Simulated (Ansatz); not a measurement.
Total energies of Si19H28, a nanocrystal cut from cubic silicon from Ansatz at PBE0-D4/def2-TZVP, gas phase (1 Eh = 27.2114 eV = 2625.5 kJ/mol). The reference geometry is relaxed at PBE-D4/def2-SVP.

```xyz
47

Si   -2.630   -1.465    2.704
Si   -0.144    1.097    3.892
Si   -1.900   -3.539   -0.489
Si    0.555   -0.857    0.684
Si    1.295   -2.992   -2.398
Si   -1.461   -0.237   -2.515
Si    3.857   -0.354   -1.172
Si   -2.186    1.820    0.652
Si    1.080    2.380   -1.298
Si    3.149    1.658    1.926
Si   -3.573   -2.752    0.971
Si   -1.122    0.181    1.956
Si    1.620    2.595    3.453
Si   -3.134    0.892   -1.297
Si   -0.399   -1.873   -1.205
Si    2.138    0.740    0.008
Si    3.099   -1.608   -3.016
Si    0.049    1.438   -3.198
Si   -0.657    3.443   -0.111
H    -3.719   -0.826    3.529
H    -1.857   -2.401    3.602
H     0.418   -0.054    4.693
H    -1.202    1.770    4.731
H    -1.092   -4.575    0.255
H    -2.528   -4.212   -1.684
H     1.238   -1.912    1.525
H     1.834   -4.074   -1.494
H     0.708   -3.657   -3.618
H    -2.073   -0.899   -3.729
H     4.520   -1.308   -0.209
H     4.892    0.650   -1.616
H    -3.265    2.483    1.478
H     2.105    3.404   -1.729
H     3.871    0.534    2.630
H     4.176    2.686    1.522
H    -4.297   -3.933    1.573
H    -4.580   -1.933    0.209
H     2.339    2.900    4.746
H     1.076    3.889    2.911
H    -4.286   -0.021   -0.967
H    -3.660    2.022   -2.151
H     2.685   -0.688   -4.132
H     4.230   -2.472   -3.523
H     1.069    0.899   -4.167
H    -0.734    2.525   -3.898
H    -0.120    4.271    1.027
H    -1.383    4.367   -1.062
```

```tsv
state	geometry	energy (Eh)
charge 0 singlet	reference	-5515.35854
charge 1 doublet	reference	-5515.05700
charge 1 doublet	relaxed at PBE-D4/def2-SVP	-5515.07058
charge -1 doublet	reference	-5515.38061
free Si atom (triplet)	–	-289.24943
free H atom (doublet)	–	-0.50104
```

Single mean-field runs in def2-TZVP are fitted with def2-universal-jkfit.

Work out the vertical ionisation energy to the doublet.

E(charge 1 doublet) − E(charge 0 singlet) = -5515.05700 − (-5515.35854) = 0.30154 Eh = 8.21 eV. For comparison, −ε of the highest occupied level is 7.14 eV at this level, 1.07 eV less.

Work out the vertical electron affinity, to the doublet.

E(charge 0 singlet) − E(charge -1 doublet) = -5515.35854 − (-5515.38061) = 0.02207 Eh = 0.60 eV. The basis lacks diffuse functions, which makes affinities too small.

Give the fundamental gap IE − EA, the Mulliken electronegativity (IE + EA)/2 and the hardness (IE − EA)/2.

From the values in Eh: IE − EA = 0.30154 − 0.02207 = 0.27947 Eh = 7.60 eV; (IE + EA)/2 = 4.40 eV; (IE − EA)/2 = 3.80 eV. The HOMO–LUMO gap of the same run is 5.67 eV, 1.93 eV smaller than the fundamental gap.

How much does the charge 1 doublet relax, and what is the adiabatic ionisation energy?

Relaxation: -5515.05700 − (-5515.07058) = 0.01358 Eh = 0.37 eV. Adiabatic ionisation energy: 0.28796 Eh = 7.84 eV, without zero-point energy. 

What is the binding energy per atom against free atoms?

Atoms: 19 × (-289.24943) + 28 × (-0.50104) = -5509.76829 Eh. Binding: -5509.76829 − (-5515.35854) = 5.59025 Eh = 152.12 eV, or 3.24 eV for each of 47 atoms (no zero-point energy, no counterpoise term).

At PBE0-D4/def2-TZVP the highest occupied level of the charge -1 doublet lies above zero (up to 0.42 eV). By energy differences its removal costs 0.60 eV (vertical, to the charge 0 singlet, at PBE0-D4/def2-TZVP); self-interaction error and the lack of diffuse functions both raise the level.
